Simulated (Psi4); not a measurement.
C₄H₁₂O₂Si (SMILES CO[Si](C)(C)OC), singlet, at a GFN2-xTB geometry; MP2/6-31G* (Psi4 1.11).

Psi4 was given this input:
```
memory 2 GB

molecule mol {
0 1
  C    -2.044486   -1.425042    0.501573
  O    -0.727664   -0.967834    0.604203
  Si   -0.038611    0.328300   -0.126495
  C    -0.791304    1.981200    0.418208
  C    -0.123043    0.118508   -2.024167
  O     1.477899    0.383025    0.450394
  C     2.439470   -0.634364    0.462253
  H    -2.141673   -2.307886    1.134630
  H    -2.286015   -1.692612   -0.529882
  H    -2.748551   -0.661040    0.839319
  H    -1.819132    2.068439    0.079654
  H    -0.241249    2.823571    0.015364
  H    -0.789202    2.074624    1.499472
  H     0.232068   -0.863942   -2.327510
  H     0.488419    0.857143   -2.533124
  H    -1.136758    0.226405   -2.399530
  H     3.266532   -0.302362    1.090864
  H     2.022111   -1.557687    0.866427
  H     2.808306   -0.824191   -0.548722
}

set basis 6-31g*
set reference rhf

energy('mp2')
print_variables()
```

**Question.** What does Psi4 print? Leave out banner, timings and long lists.

**Answer.** 
```
    SCF Algorithm Type (re)set to DF.

   => Loading Basis Set <=

    Name: 6-31G*
    Role: ORBITAL
    Keyword: BASIS

         ---------------------------------------------------------
                                   SCF
               by Justin Turney, Rob Parrish, Andy Simmonett
                          and Daniel G. A. Smith
                              RHF Reference
         ---------------------------------------------------------

  ==> Geometry <==

    Molecular point group: c1
    Full point group: C1

    Geometry (in Angstrom), charge = 0, multiplicity = 1:

       Center              X                  Y                   Z               Mass
    ------------   -----------------  -----------------  -----------------  -----------------
         C           -2.063841856499    -1.426322124335     0.478346394156    12.000000000000
         O           -0.747019856499    -0.969114124335     0.580976394156    15.994914619570
         SI          -0.057966856499     0.327019875665    -0.149721605844    27.976926534650
         C           -0.810659856499     1.979919875665     0.394981394156    12.000000000000
         C           -0.142398856499     0.117227875665    -2.047393605844    12.000000000000
         O            1.458543143501     0.381744875665     0.427167394156    15.994914619570
         C            2.420114143501    -0.635644124335     0.439026394156    12.000000000000
         H           -2.161028856499    -2.309166124335     1.111403394156     1.007825032230
         H           -2.305370856499    -1.693892124335    -0.553108605844     1.007825032230
         H           -2.767906856499    -0.662320124335     0.816092394156     1.007825032230
         H           -1.838487856499     2.067158875665     0.056427394156     1.007825032230
         H           -0.260604856499     2.822290875665    -0.007862605844     1.007825032230
         H           -0.808557856499     2.073343875665     1.476245394156     1.007825032230
         H            0.212712143501    -0.865222124335    -2.350736605844     1.007825032230
         H            0.469063143501     0.855862875665    -2.556350605844     1.007825032230
         H           -1.156113856499     0.225124875665    -2.422756605844     1.007825032230
         H            3.247176143501    -0.303642124335     1.067637394156     1.007825032230
         H            2.002755143501    -1.558967124335     0.843200394156     1.007825032230
         H            2.788950143501    -0.825471124335    -0.571948605844     1.007825032230

  Running in c1 symmetry.

  Rotational constants: A =      0.07830  B =      0.05494  C =      0.04806 [cm^-1]
  Rotational constants: A =   2347.45969  B =   1646.97033  C =   1440.90011 [MHz]
  Nuclear repulsion =  420.232103168649303

  Charge       = 0
  Multiplicity = 1
  Electrons    = 66
  Nalpha       = 33
  Nbeta        = 33

  ==> Algorithm <==

  SCF Algorithm Type is DF.
  DIIS enabled.
  MOM disabled.
  Fractional occupation disabled.
  Guess Type is SAD.
  Energy threshold   = 1.00e-08
  Density threshold  = 1.00e-08
  Integral threshold = 1.00e-12

  ==> Primary Basis <==

  Basis Set: 6-31G*
    Blend: 6-31G*
    Number of shells: 68
    Number of basis functions: 133
    Number of Cartesian functions: 133
    Spherical Harmonics?: false
    Max angular momentum: 2

   => Loading Basis Set <=

    Name: (6-31G* AUX)
    Role: JKFIT
    Keyword: DF_BASIS_SCF

  ==> Integral Setup <==

  SCF_SUBTYPE=INCORE selected. In-core MEM_DF algorithm will be used.
  Using in-core AOs.

  ==> MemDFJK: Density-Fitted J/K Matrices <==

    J tasked:                   Yes
    K tasked:                   Yes
    wK tasked:                   No
    Algorithm:                 Core
    Schwarz Cutoff:           1E-12
    Mask sparsity (%):       2.1935
    Fitting Condition:        1E-10

   => Auxiliary Basis Set <=

  Basis Set: (6-31G* AUX)
    Blend: CC-PVDZ-JKFIT
    Number of shells: 288
[...]
  Energy and wave function converged.

  ==> Post-Iterations <==

    Orbital Energies [Eh]
    ---------------------

    Doubly Occupied:

[...]
    Virtual:

[...]
     133A      4.682992

    Final Occupation by Irrep:
              A
    DOCC [    33 ]
    NA   [    33 ]
    NB   [    33 ]

  @DF-RHF Final Energy:  -597.19229347058990

   => Energetics <=

    Nuclear Repulsion Energy =            420.2321031686493029
    One-Electron Energy =               -1657.0637333559177478
    Two-Electron Energy =                 639.6393367166785993
    Total Energy =                       -597.1922934705899024

Computation Completed

Properties will be evaluated at   0.000000,   0.000000,   0.000000 [a0]

Properties computed using the SCF density matrix

 Multipole Moments:

 ------------------------------------------------------------------------------------
     Multipole            Electronic (a.u.)      Nuclear  (a.u.)        Total (a.u.)
 ------------------------------------------------------------------------------------

 L = 1.  Multiply by 2.5417464519 to convert [e a0] to [Debye]
 Dipole X            :          2.0246946           -2.4140921           -0.3893975
 Dipole Y            :         -0.1923064           -0.1596558           -0.3519622
 Dipole Z            :          2.4995004           -2.8968481           -0.3973477
 Magnitude           :                                                    0.6583259

 ------------------------------------------------------------------------------------

  //>>>>>>>>>>>>>>>>>>>>>>>>>>>>>>>>>>>//
  //               DFMP2               //
  //<<<<<<<<<<<<<<<<<<<<<<<<<<<<<<<<<<<//

   => Loading Basis Set <=

    Name: (6-31G* AUX)
    Role: RIFIT
    Keyword: DF_BASIS_MP2

	 --------------------------------------------------------
	                          DF-MP2
	      2nd-Order Density-Fitted Moller-Plesset Theory

	        Rob Parrish, Justin Turney, Andy Simmonett,
	           Ed Hohenstein, and C. David Sherrill
	 --------------------------------------------------------

   => Auxiliary Basis Set <=

  Basis Set: (6-31G* AUX)
    Blend: CC-PVDZ-RI
    Number of shells: 204
    Number of basis functions: 580
    Number of Cartesian functions: 666
    Spherical Harmonics?: true
    Max angular momentum: 3

	 --------------------------------------------------------
	                 NBF =   133, NAUX =   580
	 --------------------------------------------------------
	   CLASS    FOCC     OCC    AOCC    AVIR     VIR    FVIR
	   PAIRS       0      33      33     100     100       0
	 --------------------------------------------------------

	-----------------------------------------------------------
	 ==================> DF-MP2 Energies <====================
	-----------------------------------------------------------
	 Reference Energy          =    -597.1922934705899024 [Eh]
	 Singles Energy            =      -0.0000000000000000 [Eh]
	 Same-Spin Energy          =      -0.2450462780456414 [Eh]
	 Opposite-Spin Energy      =      -0.7490066135046590 [Eh]
	 Correlation Energy        =      -0.9940528915503004 [Eh]
	 Total Energy              =    -598.1863463621401706 [Eh]
	-----------------------------------------------------------
	 ================> DF-SCS-MP2 Energies <==================
	-----------------------------------------------------------
	 SCS Same-Spin Scale       =       0.3333333333333333 [-]
	 SCS Opposite-Spin Scale   =       1.2000000000000000 [-]
	 SCS Same-Spin Energy      =      -0.0816820926818805 [Eh]
	 SCS Opposite-Spin Energy  =      -0.8988079362055909 [Eh]
	 SCS Correlation Energy    =      -0.9804900288874713 [Eh]
	 SCS Total Energy          =    -598.1727834994774184 [Eh]
	-----------------------------------------------------------

  Variable Map:
  ----------------------------------------------------------------------------
[...]
  Array Variable Map:
  ----------------------------------------------------------------------------
[...]
[...]
```
